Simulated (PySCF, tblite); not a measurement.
A database entry of computed molecular properties. Lists by class give the value and the number of equivalent atoms.

```json
{
 "formula": "C2H12NPSi2",
 "smiles": "[SiH3]NCC[SiH2]P",
 "charge": 0,
 "multiplicity": 1,
 "geometry_level": "GFN2-xTB",
 "electronic_structure_code": "PySCF",
 "results": {
  "GFN2-xTB geometry": {
   "point_group": "C1",
   "rotational_constants_GHz": [2.253, 1.145, 0.834]
  },
  "CAM-B3LYP/def2-SVPD ground state and vertical TDDFT (core frozen in the response)": {
   "dipole_D": 1.08,
   "homo_eV": -8.26,
   "lumo_eV": 0.88,
   "S1_eV": 6.01,
   "strongest_line_of_8_singlets_eV": 7.02,
   "T1_tda_eV": 5.66,
   "polarisability_au": 110.8,
   "r2_bohr2_about_centre_of_nuclear_charge": 1435.4,
   "singlets_eV_and_f": [
    [6.01, 0.008],
    [6.42, 0.02],
    [6.74, 0.016],
    [6.81, 0.026],
    [6.9, 0.025],
    [7.02, 0.116],
    [7.19, 0.099],
    [7.26, 0.014]
   ],
   "triplets_tda_eV": [5.66, 5.73, 5.78]
  },
  "PBE0/pcSseg-1 ground state and GIAO shieldings, non-relativistic": {
   "shift_vs_computed_TMS_C_by_class_ppm": [
    [47.4, 1],
    [19.8, 1]
   ],
   "shift_vs_computed_TMS_H_by_class_ppm": [
    [4.66, 3],
    [4.38, 2],
    [3.15, 2],
    [1.21, 2],
    [1.19, 2],
    [-0.12, 1]
   ],
   "shielding_other_nuclei_by_class_ppm": [
    ["N", 236.7, 1],
    ["Si", 398.2, 1],
    ["Si", 406.6, 1],
    ["P", 611.0, 1]
   ]
  },
  "GFN2-xTB harmonic vibrations, gas phase": {
   "strongest_ir_bands_cm-1_km_per_mol_modes": [
    [744.5, 273.4, 1],
    [814.6, 428.8, 1],
    [2164.3, 252.4, 1],
    [2174.6, 349.8, 1],
    [2258.0, 233.2, 1],
    [2273.1, 312.7, 1]
   ],
   "zpe_kcal_per_mol": 81.2
  }
 }
}
```

The principal polarisabilities are 95.0, 117.9 and 119.4 au; their mean is the isotropic value. The zero-point energy, half the sum of the 48 harmonic wavenumbers, equals 28390 cm⁻¹ or 340 kJ/mol.

One conformer (not necessarily the lowest) at the GFN2-xTB geometry, without solvent or vibrations. NMR classes are plain means over equivalent atoms (diastereotopic ones count apart unless rotation or inversion swaps them), as if these changed places fast; in this geometry the members of some classes differ.

Conformer computed: `[SiH3:1][NH:2][CH2:3][CH2:4][SiH2:5][PH2:6]`: Si1–N2–C3–C4 75°, N2–C3–C4–Si5 57°, C3–C4–Si5–P6 -91°, H–P6–Si5–C4 -179°, H–P6–Si5–C4 88°.
